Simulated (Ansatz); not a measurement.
Calculated with Ansatz (gas phase, PBE0-D4/def2-TZVP geometries, no zero-point term in ΔE). CCSD(T)/CBS is the MP2 limit (def2-TZVPP, def2-QZVPP) plus CCSD(T) − MP2 in def2-TZVPP, frozen cores. This one scheme is used for every species. Functionals use def2-TZVPP. One conformer a species, not always the lowest.

Reaction (ligand exchange at the Si–S bond): `BO[SiH](O)S` + H–F → `BO[SiH](O)F` + H₂S

| species | RPA@PBE/def2-TZVPP energy (Eh) |
| --- | --- |
| `BO[SiH](O)S` | -865.42493 |
| H–F | -100.45915 |
| `BO[SiH](O)F` | -566.88305 |
| H₂S | -399.03928 |

Q: Work out ΔE.

A: ΔE = (-566.88305) + (-399.03928) − (-865.42493) − (-100.45915) = -0.03825 Eh = -100.4 kJ/mol. CCSD(T)/CBS gives -93.8 kJ/mol.

Q: What do rigid-rotor, harmonic-oscillator terms from PBE0-D4/def2-TZVP frequencies (298.15 K, 1 bar) make of the CCSD(T)/CBS value? (Estimate.)

A: Computed: ΔZPE = -2.6 kJ/mol, ΔH = -97.9 kJ/mol, ΔS = 10 J/(mol·K), ΔG = -101.0 kJ/mol. Modes under 50 cm⁻¹ make the entropy rough.

Largest T1 diagnostic among the species: 0.013.

Leaving LDA and LC-ωPBE aside and taking each functional with its dispersion term where it has one, the values, not all of them listed here, spread over 27.7 kJ/mol, from CAM-B3LYP-D4 to revPBE-D4. At CCSD(T), def2-SVP lies −3.6 kJ/mol from the extrapolated value and def2-TZVPP −3.6 kJ/mol.
